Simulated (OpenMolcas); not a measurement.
## Al: the spin-orbit constant, thermal populations, worked from levels

```json
{
  "Program": "OpenMolcas 26.06",
  "Basis": "ANO-RCC-VDZP [4s3p1d]",
  "Scalar Hamiltonian": "DKH2, point nucleus",
  "Active space": "3 electrons in 4 orbitals (3s 3p)",
  "State averaging": "2S+1 = 4 odd, 1 root (0 in the spin-orbit step); 2S+1 = 2 odd, 3 roots; 2S+1 = 4 even, 3 roots; 2S+1 = 2 even, 5 roots",
  "Spin-orbit coupling": "RASSI with atomic mean-field integrals over the reference wave functions, term energies averaged over their components"
}
```

Methods: CASSCF; SS-CASPT2, IPEA 0.25 Eh, imaginary shift 0.1 Eh (closed shells correlated: 2s 2p). Measured levels: NIST Handbook of Basic Atomic Spectroscopic Data.

**The spin-orbit constant.** For the Hund term 2P* of p1, E(J) = (A/2) J(J+1) + constant and ζ = 2S·A = A. From J = 1/2 to J = 3/2 the energy changes by 1.5 A.

| Source | E(3/2) - E(1/2) | A | ζ |
| --- | --- | --- | --- |
| CASSCF | 103.5 | 69.0 | 69 |
| SS-CASPT2 | 103.5 | 69.0 | 69 |
| measured | 112.1 | 74.7 | 75 |

All in cm-1. SS-CASPT2 is off by -7.7 % and CASSCF by -7.7 %. Both methods take the spin-orbit matrix elements from the reference wave functions, so the second can move ζ only through the term energies and any multistate remixing.

**Thermal populations.** Z = Σ (2J + 1) exp(-E/kT) with k = 0.695035 cm-1/K, over the levels below. No other level of either list lies under 25100 cm-1, which is above 7 kT at each temperature.

| Level | 2J + 1 | SS-CASPT2 | measured |
| --- | --- | --- | --- |
| 3s2 3p 2P* 1/2 | 2 | 0.0 | 0.0 |
| 3s2 3p 2P* 3/2 | 4 | 104 | 112 |

| T (K) | Z, SS-CASPT2 | Z, measured levels | Ground level (%), SS-CASPT2 | Ground level (%), measured levels |
| --- | --- | --- | --- | --- |
| 2000 | 5.712 | 5.690 | 35.0 | 35.1 |
| 3000 | 5.805 | 5.791 | 34.5 | 34.5 |
| 5000 | 5.882 | 5.873 | 34.0 | 34.1 |

At 5000 K, kT = 3475 cm-1, and the computed levels give Z = 2.000 + 3.882 = 5.882.

Without dynamic correlation excited terms often stand tens of per cent too high (terms of higher spin than the ground term too low), and those without a measured partner can miss by more than the paired ones (holds for CASSCF). Measured partners are found by configuration, term and J. A level has none where our copy of the source lacks it or the pairing is in doubt (some pairs that miss far off the trend of their configuration count as doubtful), and it then counts in no deviation. Only configurations of the active space appear.

* marks odd parity.
